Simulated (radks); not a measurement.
Results of a calculation; reference values are marked as such.
Question: These are the eigenvalues of the occupied orbitals of an atom or ion with whole-number occupations (eV). Code: a radial shooting solver on a logarithmic mesh with Libxc functionals. Model: scalar-relativistic Kohn-Sham, r2SCAN, spin-polarised, spherical densities, finite nucleus; meta-GGA in the generalised Kohn-Sham scheme; Fermi nuclear charge, rms radius of each element as measured or else 0.836 A^(1/3) + 0.57 fm.

1s up: -3150.262
1s down: -3149.961
2s up: -316.6192
2s down: -316.4798
2p up: -247.3970
2p down: -247.0851
3s up: -38.5339
3s down: -37.0340
3p up: -23.1988
3p down: -21.8062

Which element is it, and in what charge state? The configuration may be excited. Open shells, if any, are filled with parallel spins first.

Answer: Z = 18, argon, charge +1: Ar+ in [Ne] 3s2 3p5. The list shows which subshells hold electrons but not how many an open one holds; the 1s level, -115.77 hartree, gives Z - s = 15.2 by -(Z - s)^2/2, which with screening and relativity narrows Z to a few neighbours, and the depths of the outer levels then fix element, charge and occupations together.
